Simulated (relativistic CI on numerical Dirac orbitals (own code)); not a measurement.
# Ga9+: q coefficients and field-shift factors

Method of calculation: Dirac-Coulomb-Breit CI, KLI orbitals optimised for each configuration, derivatives by finite differences, unscaled Slater integrals, QED left out (own radial code, finite nucleus).

Configurations in the expansion (outside the closed core [Ne] 3s2): 3p⁶3d⁴, 3p⁵3d⁵, 3p⁶3d³4p, 3p⁶3d²4s4p, 3p⁶3d²4s², 3p⁶3d4s²4p. Double excitations out of closed p, d and f shells are left out; levels of such configurations are missing from the list, as are those of other unlisted configurations, and high levels can miss mixing partners.

With x = (α/α₀)² − 1 an excitation energy changes as ω = ω₀ + qx; K = 2q/ω₀ is the relative enhancement. Terms are leading LS components, so labels can repeat. The field-shift factor is F = δν/δ⟨r²⟩ for the transition from the lowest level.

Lowest level 3p⁶3d⁴ ⁵D0.

```csv
Level,ω₀ (cm⁻¹),q (cm⁻¹),F (GHz/fm²)
3p⁶3d⁴ ⁵D1,630.8,804.8,0.00353
3p⁶3d⁴ ⁵D2,1766.4,2097,0.00936
3p⁶3d⁴ ⁵D3,3270.1,3614,0.0164
3p⁶3d⁴ ⁵D4,5034.3,5204,0.0241
3p⁶3d⁴ ³H4,42602.9,680.4,0.0529
3p⁶3d⁴ ³P0,43531.5,-2603,0.0429
3p⁶3d⁴ ³H5,43935.6,2534,0.061
3p⁶3d⁴ ³H6,45106.4,3757,0.0668
3p⁶3d⁴ ³P1,47190.6,1426,0.061
3p⁶3d⁴ ³F3,49672.3,1436,0.0639
3p⁶3d⁴ ³F2,49918.5,2338,0.0673
3p⁶3d⁴ ³F4,50294.5,2625,0.0688
3p⁶3d⁴ ³P2,52634.6,6293,0.0843
```

At this charge energies of transitions that change n are usually good to better than 1 %, and those within a shell (Δn = 0) to a few per cent. Terms inside the open d or f shell come out 10 to 20 % too wide with unscaled integrals.

(1) Which transition from the lowest level has the largest |K|?

Answers

(1) 3p⁶3d⁴ ⁵D1 at 630.8 cm⁻¹, K = 2.55.
